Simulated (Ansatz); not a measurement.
```yaml
crystal:
  periodic: [false, false, false]
  atoms:
    - {symbol: O, position_ang: [0.276842, -2.125719, -1.030710]}
    - {symbol: Zr, position_ang: [0.150321, -0.576424, 0.196035]}
    - {symbol: F, position_ang: [0.659457, -1.353799, 1.909386]}
    - {symbol: C, position_ang: [-2.009520, 0.394756, -0.699772]}
    - {symbol: C, position_ang: [-1.809640, 0.992615, 0.570231]}
    - {symbol: C, position_ang: [-1.931149, -0.011950, 1.545172]}
    - {symbol: C, position_ang: [-2.208019, -1.230483, 0.885166]}
    - {symbol: C, position_ang: [-2.275118, -0.972589, -0.495678]}
    - {symbol: C, position_ang: [2.369524, 0.579179, 0.719032]}
    - {symbol: C, position_ang: [2.563615, -0.106379, -0.492609]}
    - {symbol: C, position_ang: [1.743961, 0.498756, -1.474488]}
    - {symbol: C, position_ang: [1.034191, 1.544784, -0.862012]}
    - {symbol: C, position_ang: [1.410934, 1.586879, 0.504137]}
    - {symbol: H, position_ang: [1.064113, -2.417794, -1.487954]}
    - {symbol: H, position_ang: [-1.985130, 0.900948, -1.653692]}
    - {symbol: H, position_ang: [-1.602440, 2.036136, 0.754856]}
    - {symbol: H, position_ang: [-1.789702, 0.111569, 2.608550]}
    - {symbol: H, position_ang: [-2.312482, -2.195743, 1.357638]}
    - {symbol: H, position_ang: [-2.419882, -1.710545, -1.269054]}
    - {symbol: H, position_ang: [2.816783, 0.324742, 1.667559]}
    - {symbol: H, position_ang: [3.220447, -0.950984, -0.641797]}
    - {symbol: H, position_ang: [1.659931, 0.197540, -2.508277]}
    - {symbol: H, position_ang: [0.329624, 2.203234, -1.346942]}
    - {symbol: H, position_ang: [1.043328, 2.281269, 1.245231]}
basis:
  gaussian: {orbitals: def2-SVPD, fitting: {mean_field: def2-universal-jkfit}}
magnetization: {spin_polarized: true, initial_magnetization: 0}
hamiltonian: {xc: {name: HF}}
correlation: {method: mp2, frozen_orbitals: {O: 0}}
accuracy: high
```

```sh
$ ansatz run in.yaml --threads 11 --pin off --events-out ev --progress --plain --max-ram 174080MiB --backend cuda --devices 0, --max-vram 75GiB
```

It prints (some lines left out):

```
Functional definition: HF
Error: "frozen_orbitals" has no count for Zr
```

Q: Something in this input is off. What?

A: Frozen orbitals are typed for one element alone, and the program wants a count for each. The program refused the input.
